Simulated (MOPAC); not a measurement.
Input for MOPAC: PM7 on C3H10Si (SMILES CC[SiH2]C), a point of a torsion scan.

```
PM7 1SCF PRECISE CHARGE=0 THREADS=1
C3H10Si

C      1.93018024 1     0.27750979 1    -0.77415665 1
C      0.91975280 1     0.44966797 1     0.35529748 1
Si    -0.59797911 1    -0.69330928 1     0.19965693 1
C     -0.04969454 1    -2.51143941 1     0.21486507 1
H      2.76642534 1     0.96593484 1    -0.65738708 1
H      1.46482299 1     0.47091580 1    -1.73839339 1
H      2.32692893 1    -0.73528623 1    -0.78541179 1
H      1.42182626 1     0.27219026 1     1.30854938 1
H      0.58696270 1     1.48887018 1     0.37562929 1
H     -1.49824300 1    -0.43711988 1     1.33251534 1
H     -1.30185382 1    -0.40306798 1    -1.05755226 1
H      0.56253494 1    -2.75114593 1    -0.65007396 1
H     -0.90823446 1    -3.17605775 1     0.19989041 1
H      0.53031370 1    -2.74528923 1     1.10359496 1
```

Program output:

```
*******************************************************************************
 **                                                                           **
 **                              MOPAC v23.2.5                                **
 **                                                                           **
 *******************************************************************************
 ** MOPAC's Digital Object Identifier: https://doi.org/10.5281/zenodo.6511958 **
 **                                                                           **
 ** Please cite the open-source release paper for use of this MOPAC version:  **
 ** J. E. Moussa and J. J. P. Stewart (2026)                                  **
 ** MOPAC: An open-source semiempirical molecular orbital program             **
 ** J. Open Source Softw., 11(119), 8025, https://doi.org/10.21105/joss.08025 **
 *******************************************************************************

                              PM7 CALCULATION RESULTS

 *******************************************************************************
 *  PM7        - The PM7 Hamiltonian to be used
 *
 *
 *
 *                 CHARGE ON SYSTEM = 0
 *
 *
 *
 *  PRECISE    - TIGHTER CRITERIA TO BE USED
 *  1SCF       - DO 1 SCF AND THEN STOP
 *  THREADS=1  - MULTI-THREADING NOT USED
 *  T=         - A TIME OF 172800.0 SECONDS REQUESTED
 *  DUMP=N     - RESTART FILE WRITTEN EVERY 7200.0 SECONDS REQUESTED
 *******************************************************************************
PM7 1SCF PRECISE CHARGE=0 THREADS=1
 C3H10Si

   ATOM   CHEMICAL          X               Y               Z
  NUMBER   SYMBOL      (ANGSTROMS)     (ANGSTROMS)     (ANGSTROMS)

     1       C          1.93018024  *   0.27750979  *  -0.77415665  *
     2       C          0.91975280  *   0.44966797  *   0.35529748  *
     3      Si         -0.59797911  *  -0.69330928  *   0.19965693  *
     4       C         -0.04969454  *  -2.51143941  *   0.21486507  *
     5       H          2.76642534  *   0.96593484  *  -0.65738708  *
     6       H          1.46482299  *   0.47091580  *  -1.73839339  *
     7       H          2.32692893  *  -0.73528623  *  -0.78541179  *
     8       H          1.42182626  *   0.27219026  *   1.30854938  *
     9       H          0.58696270  *   1.48887018  *   0.37562929  *
    10       H         -1.49824300  *  -0.43711988  *   1.33251534  *
    11       H         -1.30185382  *  -0.40306798  *  -1.05755226  *
    12       H          0.56253494  *  -2.75114593  *  -0.65007396  *
    13       H         -0.90823446  *  -3.17605775  *   0.19989041  *
    14       H          0.53031370  *  -2.74528923  *   1.10359496  *



          CARTESIAN COORDINATES

    NO.       ATOM           X           Y           Z

     1         C          1.9302      0.2775     -0.7742
     2         C          0.9198      0.4497      0.3553
     3        Si         -0.5980     -0.6933      0.1997
     4         C         -0.0497     -2.5114      0.2149
     5         H          2.7664      0.9659     -0.6574
     6         H          1.4648      0.4709     -1.7384
     7         H          2.3269     -0.7353     -0.7854
     8         H          1.4218      0.2722      1.3085
     9         H          0.5870      1.4889      0.3756
    10         H         -1.4982     -0.4371      1.3325
    11         H         -1.3019     -0.4031     -1.0576
    12         H          0.5625     -2.7511     -0.6501
    13         H         -0.9082     -3.1761      0.1999
    14         H          0.5303     -2.7453      1.1036

 General Reference for PM7:
 "Optimization of Parameters for Semiempirical Methods VI: More Modifications to the
 NDDO Approximations and Re-optimization of Parameters", J. J. P. Stewart, J. Mol. Mod., 1:32, 19 (2013)
 https://link.springer.com/article/10.1007/s00894-012-1667-x

           Empirical Formula: C3 H10 Si  =    14 atoms



      MOLECULAR POINT GROUP   :   C1


      RHF CALCULATION, NO. OF DOUBLY OCCUPIED LEVELS = 13


 -------------------------------------------------------------------------------
 PM7 1SCF PRECISE CHARGE=0 THREADS=1
 C3H10Si



     1SCF WAS SPECIFIED, SO BFGS WAS NOT USED
     SCF FIELD WAS ACHIEVED


                              PM7 CALCULATION
                                                       MOPAC v23.2.5 Linux




          FINAL HEAT OF FORMATION =        -23.44826 KCAL/MOL =     -98.10752 KJ/MOL


          COSMO AREA              =        130.51 SQUARE ANGSTROMS
          COSMO VOLUME            =        122.81 CUBIC ANGSTROMS

          IONIZATION POTENTIAL    =         10.752342 EV
          HOMO LUMO ENERGIES (EV) =        -10.752  1.585
          NO. OF FILLED LEVELS    =         13
          MOLECULAR WEIGHT        =         74.1975         POINT GROUP:  C1

          MOLECULAR DIMENSIONS (Angstroms)

            Atom       Atom       Distance
            H    13    H     5     5.60305
            H    12    H    10     3.67819
            H    11    H    14     3.32037


          SCF CALCULATIONS        =          1





   ATOM   CHEMICAL          X               Y               Z
  NUMBER   SYMBOL      (ANGSTROMS)     (ANGSTROMS)     (ANGSTROMS)

     1       C          1.93018024  *   0.27750979  *  -0.77415665  *
     2       C          0.91975280  *   0.44966797  *   0.35529748  *
     3      Si         -0.59797911  *  -0.69330928  *   0.19965693  *
     4       C         -0.04969454  *  -2.51143941  *   0.21486507  *
     5       H          2.76642534  *   0.96593484  *  -0.65738708  *
     6       H          1.46482299  *   0.47091580  *  -1.73839339  *
     7       H          2.32692893  *  -0.73528623  *  -0.78541179  *
     8       H          1.42182626  *   0.27219026  *   1.30854938  *
     9       H          0.58696270  *   1.48887018  *   0.37562929  *
    10       H         -1.49824300  *  -0.43711988  *   1.33251534  *
    11       H         -1.30185382  *  -0.40306798  *  -1.05755226  *
    12       H          0.56253494  *  -2.75114593  *  -0.65007396  *
    13       H         -0.90823446  *  -3.17605775  *   0.19989041  *
    14       H          0.53031370  *  -2.74528923  *   1.10359496  *

                             CARTESIAN COORDINATES

   1    C        1.930180240     0.277509790    -0.774156650
   2    C        0.919752800     0.449667970     0.355297480
   3   Si       -0.597979110    -0.693309280     0.199656930
   4    C       -0.049694540    -2.511439410     0.214865070
   5    H        2.766425340     0.965934840    -0.657387080
   6    H        1.464822990     0.470915800    -1.738393390
   7    H        2.326928930    -0.735286230    -0.785411790
   8    H        1.421826260     0.272190260     1.308549380
   9    H        0.586962700     1.488870180     0.375629290
  10    H       -1.498243000    -0.437119880     1.332515340
  11    H       -1.301853820    -0.403067980    -1.057552260
  12    H        0.562534940    -2.751145930    -0.650073960
  13    H       -0.908234460    -3.176057750     0.199890410
  14    H        0.530313700    -2.745289230     1.103594960


           Empirical Formula: C3 H10 Si  =    14 atoms



      MOLECULAR POINT GROUP   :   C1


                  EIGENVALUES
 -27.83883 -25.03612 -21.32494 -16.19150 -15.44672 -14.63371 -14.05259 -13.61164
 -13.03123 -12.19196 -11.86346 -11.41850 -10.75234   1.58479   2.12391   2.84722
   4.49044   5.67295   5.89017   5.92812   5.93612   6.14637   6.76998   7.07493
   7.18883   8.09792  22.03990  22.15790  22.64516  23.07271  23.26451


              NET ATOMIC CHARGES AND DIPOLE CONTRIBUTIONS

  ATOM NO.   TYPE          CHARGE      No. of ELECS.   s-Pop       p-Pop       d-Pop
    1          C          -0.407196        4.4072     1.04024     3.36695
    2          C          -0.417933        4.4179     1.05165     3.36628
    3         Si           0.112440        3.8876     0.87036     2.84150     0.17571
    4          C          -0.603028        4.6030     1.04667     3.55636
    5          H           0.139317        0.8607     0.86068
    6          H           0.143315        0.8567     0.85669
    7          H           0.142549        0.8575     0.85745
    8          H           0.154223        0.8458     0.84578
    9          H           0.153400        0.8466     0.84660
   10          H           0.044837        0.9552     0.95516
   11          H           0.045839        0.9542     0.95416
   12          H           0.164234        0.8358     0.83577
   13          H           0.163702        0.8363     0.83630
   14          H           0.164302        0.8357     0.83570
 DIPOLE           X         Y         Z       TOTAL
 POINT-CHG.    -0.323     0.203    -0.072     0.389
 HYBRID         0.873    -0.362     0.066     0.947
 SUM            0.550    -0.158    -0.006     0.572


          ATOMIC ORBITAL ELECTRON POPULATIONS

     Atom    s        px        py        pz      x^2-y^2     xz        z^2       yz        xy
    1  C   1.04024   1.10045   1.16850   1.09800
    2  C   1.05165   1.11019   1.16646   1.08963
    3 Si   0.87036   0.92995   0.84664   1.06491   0.04012   0.04449   0.02781   0.02098   0.04232
    4  C   1.04667   1.17853   1.19767   1.18016
    5  H   0.86068
    6  H   0.85669
    7  H   0.85745
    8  H   0.84578
    9  H   0.84660
   10  H   0.95516
   11  H   0.95416
   12  H   0.83577
   13  H   0.83630
   14  H   0.83570

 **********************
 *                    *
 * JOB ENDED NORMALLY *
 *                    *
 **********************




 == MOPAC DONE ==
```

The run finished.

Cost: about 0.020 core-seconds (a rough figure).
